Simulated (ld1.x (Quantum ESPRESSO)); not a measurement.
## erbium (Er), PAW: configuration errors across variants

| Property | Result |
| --- | --- |
| Element | erbium |
| Generator | ld1.x (Quantum ESPRESSO) 7.5 |
| Type | PAW |
| Functional | PBEsol |
| Relativity | scalar-relativistic |
| Frozen core | [Kr] 4d10 4f11 |
| Valence charge | 11 |
| Reference configuration | 5s2 5p6 5d1 6s1.75 6p0.25 |
| Partial waves | 5s (bound): rcut 1.60, rcutus 1.85 bohr; 6s (bound): rcut 1.60, rcutus 1.85 bohr; 5p (bound): rcut 1.90, rcutus 2.40 bohr; 6p (bound): rcut 1.90, rcutus 2.40 bohr; 5d (bound): rcut 1.65, rcutus 2.20 bohr; 5d channel at 1.55 Ry: rcut 1.65, rcutus 2.20 bohr |
| Local potential | all-electron potential smoothed inside 1.50 bohr (lloc = -1) |
| Core correction | Bessel-smoothed model core, default radius (core density twice the valence density) |
| Augmentation charge | BESSEL, radius 1.20 bohr |

All-electron excitation energies from the reference (eV): (1) 5s2 5p6 5d1 6s2 6p0 -0.785; (2) 5s2 5p6 5d1 6s1 6p0 6.285; (3) 5s2 5p6 5d1 6s0 6p0 18.992; (4) 5s2 5p6 5d1 6s0 6p1 10.251; (5) 5s2 5p6 5d1 6s0 6p2 5.770; (6) 5s2 5p6 5d2 6s0 6p0 8.154; (7) 5s2 5p6 5d0 6s2 6p0 4.870.

The overlap operator is not positive definite (basis up to 400 Ry) in “base”, “waves 5s (bound): rcut 1.12, rcutus 1.18 bohr; 6s (bound): rcut 1.12, rcutus 1.18 bohr”, “waves 5s (bound): rcut 1.28, rcutus 1.36 bohr; 6s (bound): rcut 1.28, rcutus 1.36 bohr”, “waves 5s (bound): rcut 1.52, rcutus 1.62 bohr; 6s (bound): rcut 1.52, rcutus 1.62 bohr”, “waves 5s (bound): rcut 1.60, rcutus 1.82 bohr; 6s (bound): rcut 1.60, rcutus 1.82 bohr”, “waves 5s (bound): rcut 1.60, rcutus 2.20 bohr; 6s (bound): rcut 1.60, rcutus 2.20 bohr”, “waves 5s (bound): rcut 1.60, rcutus 2.34 bohr; 6s (bound): rcut 1.60, rcutus 2.34 bohr”, “waves 5s (bound): rcut 1.60, rcutus 2.56 bohr; 6s (bound): rcut 1.60, rcutus 2.56 bohr”, “waves 5s (bound): rcut 1.60, rcutus 2.80 bohr; 6s (bound): rcut 1.60, rcutus 2.80 bohr”. Such files are unfit for use, however small their errors in these radial tests.

Errors AE − PS in meV (a dash: test not solved or not reliable):

```csv
change,(1),(2),(3),(4),(5),(6),(7),bound ghosts
base,+0.2,-3.7,-23,-6.3,-1.3,-8.8,-15,not determined (overlap not positive)
"waves 5s (bound): rcut 1.12, rcutus 1.18 bohr; 6s (bound): rcut 1.12, rcutus 1.18 bohr",–,–,–,–,–,–,–,not determined (overlap not positive)
"waves 5s (bound): rcut 1.28, rcutus 1.36 bohr; 6s (bound): rcut 1.28, rcutus 1.36 bohr",+0.1,-3.6,-23,-6.4,-1.5,-8.3,-16,not determined (overlap not positive)
"waves 5s (bound): rcut 1.52, rcutus 1.62 bohr; 6s (bound): rcut 1.52, rcutus 1.62 bohr",+0.1,-3.7,-24,-5.8,-0.4,-8.7,-17,not determined (overlap not positive)
"waves 5s (bound): rcut 1.60, rcutus 1.82 bohr; 6s (bound): rcut 1.60, rcutus 1.82 bohr",+0.2,-3.7,-23,-6.3,-1.3,-8.8,-15,not determined (overlap not positive)
"waves 5s (bound): rcut 1.60, rcutus 2.20 bohr; 6s (bound): rcut 1.60, rcutus 2.20 bohr",+0.2,-3.4,-24,-7.2,-2.7,-8.3,-16,not determined (overlap not positive)
"waves 5s (bound): rcut 1.60, rcutus 2.34 bohr; 6s (bound): rcut 1.60, rcutus 2.34 bohr",+0.1,-1.8,-23,-7.9,-4.4,-6.0,–,not determined (overlap not positive)
"waves 5s (bound): rcut 1.60, rcutus 2.56 bohr; 6s (bound): rcut 1.60, rcutus 2.56 bohr",+0.3,+4.2,-20,-6.2,-4.0,+1.2,–,not determined (overlap not positive)
"waves 5s (bound): rcut 1.60, rcutus 2.80 bohr; 6s (bound): rcut 1.60, rcutus 2.80 bohr",–,–,–,–,–,–,–,not determined (overlap not positive)
```

Give the same row for: waves 5s (bound): rcut 1.60, rcutus 1.98 bohr; 6s (bound): rcut 1.60, rcutus 1.98 bohr.

+0.3, -3.7, -24, -5.2, +0.9, -8.8, -16; bound ghosts: not determined (overlap not positive). Its overlap operator is not positive definite in a basis up to 400 Ry (lowest eigenvalue p -0.25), so the file is unfit for use: the generalised eigenproblem breaks down once the basis is large enough, and its test numbers describe a broken file.
